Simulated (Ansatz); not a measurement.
All values below come from B3LYP-D3(BJ)/def2-TZVP (Ansatz, a quantum-chemistry and plane-wave program). No frequencies were computed at this level.

Ansatz 0.2 input:
```yaml
crystal:
  periodic: [false, false, false]
  atoms:
    - { symbol: C, position_ang: [0.981593, -0.281062, 0.034888] }
    - { symbol: N, position_ang: [-0.268766, -0.879255, 0.512903] }
    - { symbol: C, position_ang: [-0.981869, 0.280524, -0.031273] }
    - { symbol: N, position_ang: [0.267006, 0.872262, -0.520037] }
    - { symbol: H, position_ang: [1.518643, -0.839066, -0.742533] }
    - { symbol: H, position_ang: [1.670206, -0.068876, 0.862853] }
    - { symbol: H, position_ang: [-0.506803, -1.76257, 0.079404] }
    - { symbol: H, position_ang: [-1.504444, 0.839132, 0.75588] }
    - { symbol: H, position_ang: [-1.683026, 0.076669, -0.850417] }
    - { symbol: H, position_ang: [0.507459, 1.762241, -0.101667] }
basis:
  gaussian: { orbitals: def2-tzvp }
hamiltonian:
  xc: b3lyp
  dispersion: d3bj
relax:
  max_steps: 150
```

Output:

```
Functional definition: B3LYP
934 factors; their error is unknown
mean field evaluation 1: about -5143.1700 eV, gradient 6.6e1 eV
mean field evaluation 2: about -5130.8594 eV, gradient 1.0e2 eV
mean field evaluation 4: about -5152.2817 eV, gradient 3.3e0 eV
mean field evaluation 8: about -5152.2767 eV, gradient 4.8e-2 eV
mean field evaluation 16: about -5152.2767 eV, gradient 4.0e-5 eV
mean field -5152.27667247 eV, -189.3426753748 hartree, gradient 4.0e-5 eV, S^2 0.000000; 0 other end points of the search recorded, 0 dependent functions left out
reference -5152.27691381 eV, -189.3426842438 hartree; 16, 16 occupied and 144, 144 virtual orbitals, 934 factors
relax step   1: F+E_penalty+E_count = -5152.55690563 eV  Δ(F+E_penalty+E_count) = +0.000e0 eV  max|allowed force component| = 6.775e-1 eV/Å  Δτ_max = 0.0000 Å  (28 SCF iters, accepted)
these checks for a lower state are left out or cut short: starts, cluster_reference, orbital_swaps, neighbouring_geometries, increment
934 factors; their error is unknown
mean field -5152.29925067 eV, -189.3435051081 hartree, gradient 1.5e-5 eV, S^2 0.000000; 0 other end points of the search recorded, 0 dependent functions left out
reference -5152.29949152 eV, -189.3435139593 hartree; 16, 16 occupied and 144, 144 virtual orbitals, 934 factors
relax step   2: F+E_penalty+E_count = -5152.57880836 eV  Δ(F+E_penalty+E_count) = -2.190e-2 eV  max|allowed force component| = 2.513e-1 eV/Å  Δτ_max = 0.0252 Å  (32 SCF iters, accepted)
these checks for a lower state are left out or cut short: starts, cluster_reference, orbital_swaps, neighbouring_geometries, increment
934 factors; their error is unknown
mean field evaluation 32: about -5152.3029 eV, gradient 1.5e-5 eV
mean field -5152.30286952 eV, -189.3436380984 hartree, gradient 1.5e-5 eV, S^2 0.000000; 0 other end points of the search recorded, 0 dependent functions left out
reference -5152.30310962 eV, -189.3436469220 hartree; 16, 16 occupied and 144, 144 virtual orbitals, 934 factors
relax step   3: F+E_penalty+E_count = -5152.58226726 eV  Δ(F+E_penalty+E_count) = -3.459e-3 eV  max|allowed force component| = 1.062e-1 eV/Å  Δτ_max = 0.0090 Å  (32 SCF iters, accepted)
these checks for a lower state are left out or cut short: starts, cluster_reference, orbital_swaps, neighbouring_geometries, increment
934 factors; their error is unknown
mean field -5152.30307374 eV, -189.3436456036 hartree, gradient 1.4e-5 eV, S^2 0.000000; 0 other end points of the search recorded, 0 dependent functions left out
reference -5152.30331234 eV, -189.3436543718 hartree; 16, 16 occupied and 144, 144 virtual orbitals, 934 factors
relax step   4: F+E_penalty+E_count = -5152.58286178 eV  Δ(F+E_penalty+E_count) = -5.945e-4 eV  max|allowed force component| = 1.833e-1 eV/Å  Δτ_max = 0.0206 Å  (32 SCF iters, accepted)
these checks for a lower state are left out or cut short: starts, cluster_reference, orbital_swaps, neighbouring_geometries, increment
934 factors; their error is unknown
mean field -5152.30407633 eV, -189.3436824481 hartree, gradient 1.4e-5 eV, S^2 0.000000; 0 other end points of the search recorded, 0 dependent functions left out
reference -5152.30431511 eV, -189.3436912228 hartree; 16, 16 occupied and 144, 144 virtual orbitals, 934 factors
relax step   5: F+E_penalty+E_count = -5152.58372682 eV  Δ(F+E_penalty+E_count) = -8.650e-4 eV  max|allowed force component| = 9.090e-3 eV/Å  Δτ_max = 0.0072 Å  (32 SCF iters, accepted)
934 factors; their error is unknown
mean field evaluation 64: about -5152.3041 eV, gradient 5.3e-3 eV
mean field -5152.30407633 eV, -189.3436824481 hartree, gradient 1.4e-5 eV, S^2 0.000000; 1 other end points of the search recorded, 0 dependent functions left out
reference -5152.30431511 eV, -189.3436912228 hartree; 16, 16 occupied and 144, 144 virtual orbitals, 934 factors
Total energy: -5152.58396559 eV, -189.3539681887 hartree
Atom 0 at     0.992670    -0.284167     0.035302 Å, force     0.009077    -0.002651     0.000053 eV/Å
Atom 1 at    -0.271013    -0.886652     0.516788 Å, force     0.000563     0.000930    -0.008800 eV/Å
Atom 2 at    -0.992915     0.283747    -0.031604 Å, force    -0.009090     0.002546    -0.000559 eV/Å
Atom 3 at     0.269431     0.880355    -0.523298 Å, force    -0.000352    -0.000261     0.008241 eV/Å
Atom 4 at     1.522305    -0.870915    -0.723081 Å, force    -0.001609     0.000547     0.000567 eV/Å
Atom 5 at     1.692993    -0.045652     0.843350 Å, force    -0.001805     0.000056    -0.000537 eV/Å
Atom 6 at    -0.502636    -1.751903     0.046297 Å, force     0.002255     0.008380     0.004216 eV/Å
Atom 7 at    -1.510259     0.870537     0.735413 Å, force     0.001591    -0.000916    -0.000422 eV/Å
Atom 8 at    -1.704161     0.051912    -0.831801 Å, force     0.001616    -0.000375     0.000675 eV/Å
Atom 9 at     0.503584     1.752736    -0.067365 Å, force    -0.002246    -0.008256    -0.003433 eV/Å
Dipole moment:     0.001194     0.004035    -0.001191 e Å
```

Cost: around 40 core-seconds (rough).
